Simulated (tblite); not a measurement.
Compound: C4H7GeO (doublet state).
Numbering: `[CH3:1][C:2]1[O:3][CH:4]=[CH:5][GeH2:6]1` (hydrogens: H7, H8, H9 on C1; H10 on C4; H11 on C5; H12, H13 on Ge6)
Bond orders are those of one Lewis drawing.

Computed with GFN2-xTB (tblite), gas phase: L-BFGS steps from a force-field or distance-geometry start until the largest atomic force falls under 0.01 eV/Å.

Step 34: E = -490.4152 eV
```
atom  x, y, z in Å  |  force x, y, z in eV/Å
C1     -2.0862   -0.2842   -0.1537    0.031   0.006  -0.011
C2     -0.6074   -0.1571   -0.1999    0.032   0.020   0.002
O3      0.0857   -1.2832    0.0828    0.027   0.002   0.030
C4      1.4245   -1.1438    0.1041   -0.003   0.002   0.013
C5      2.0017    0.0440   -0.1584   -0.014  -0.011   0.030
Ge6     0.6022    1.3076   -0.5605   -0.021   0.005  -0.042
H7     -2.5021   -0.4534   -1.1497   -0.011  -0.021  -0.043
H8     -2.3745   -1.1217    0.4794   -0.005  -0.010  -0.001
H9     -2.5275    0.6341    0.2300    0.003   0.016   0.013
H10     1.9321   -2.0634    0.3543   -0.008   0.004  -0.001
H11     3.0672    0.1667   -0.1171   -0.009  -0.029  -0.034
H12     0.4007    2.5124    0.3297    0.009   0.005   0.004
H13     0.5793    1.8428   -1.9811   -0.029   0.010   0.039
```

Step 35: E = -490.4156 eV
```
atom  x, y, z in Å  |  force x, y, z in eV/Å
C1     -2.0868   -0.2843   -0.1544    0.037   0.005  -0.016
C2     -0.6075   -0.1572   -0.1980    0.029   0.005   0.009
O3      0.0859   -1.2827    0.0892    0.022   0.013   0.004
C4      1.4250   -1.1440    0.1040   -0.008   0.010   0.037
C5      2.0007    0.0440   -0.1615   -0.005  -0.018   0.031
Ge6     0.6008    1.3079   -0.5616   -0.012  -0.015  -0.021
H7     -2.5004   -0.4539   -1.1512   -0.009  -0.014  -0.044
H8     -2.3771   -1.1229    0.4766   -0.001   0.002   0.006
H9     -2.5279    0.6351    0.2278    0.001   0.000   0.014
H10     1.9340   -2.0625    0.3572   -0.017   0.015  -0.008
H11     3.0663    0.1666   -0.1213   -0.008  -0.028  -0.040
H12     0.4055    2.5102    0.3334    0.005   0.009  -0.001
H13     0.5770    1.8442   -1.9802   -0.033   0.016   0.027
```

Step 36: E = -490.4160 eV
```
atom  x, y, z in Å  |  force x, y, z in eV/Å
C1     -2.0866   -0.2843   -0.1555    0.026   0.001  -0.019
C2     -0.6071   -0.1573   -0.1962    0.013  -0.009   0.012
O3      0.0864   -1.2820    0.0952    0.004   0.019  -0.015
C4      1.4254   -1.1438    0.1049   -0.009   0.014   0.051
C5      1.9996    0.0441   -0.1634    0.005  -0.014   0.025
Ge6     0.5994    1.3081   -0.5629    0.004  -0.026   0.008
H7     -2.4993   -0.4544   -1.1534    0.003  -0.005  -0.030
H8     -2.3791   -1.1237    0.4741    0.005   0.016   0.006
H9     -2.5279    0.6359    0.2259    0.003  -0.017   0.009
H10     1.9353   -2.0615    0.3593   -0.018   0.014  -0.008
H11     3.0652    0.1661   -0.1260   -0.001  -0.025  -0.042
H12     0.4100    2.5081    0.3369    0.001   0.009  -0.008
H13     0.5743    1.8453   -1.9790   -0.036   0.024   0.009
```

**Question.** Estimate the geometry and energy of step 37. (The exact step hangs on the optimiser's Hessian estimate; all steps are aligned on step 36, rigid shifts and turns removed.)

**Answer.** E = -490.4163 eV, largest force 0.056 eV/Å
```
atom  x, y, z in Å  |  force x, y, z in eV/Å
C1     -2.0861   -0.2845   -0.1570    0.004  -0.003  -0.018
C2     -0.6065   -0.1573   -0.1939   -0.010  -0.017   0.008
O3      0.0870   -1.2813    0.1005   -0.017   0.017  -0.024
C4      1.4256   -1.1432    0.1068   -0.009   0.013   0.054
C5      1.9986    0.0441   -0.1648    0.015  -0.005   0.016
Ge6     0.5982    1.3079   -0.5639    0.017  -0.025   0.033
H7     -2.4983   -0.4550   -1.1560    0.020   0.004  -0.008
H8     -2.3809   -1.1242    0.4718    0.012   0.027   0.002
H9     -2.5279    0.6362    0.2242    0.006  -0.032   0.001
H10     1.9359   -2.0603    0.3612   -0.011   0.006  -0.003
H11     3.0642    0.1650   -0.1314    0.011  -0.020  -0.040
H12     0.4144    2.5062    0.3399   -0.002   0.007  -0.014
H13     0.5711    1.8469   -1.9776   -0.037   0.029  -0.007
```

The energy changes by -0.0003 eV. The first-order estimate −F·Δx gives -0.0005 eV and the mean of the old and new forces, exact on a quadratic surface, -0.0004 eV. The step makes an angle of 70° with the force vector and moves no atom by more than 0.006 Å.

What follows is the cost of the whole relaxation. Hardware: an Arm Neoverse N1 with one thread, no GPU, shared host with 64 logical CPUs at a one-minute load of 42. Cost: 0.41 s of wall time.
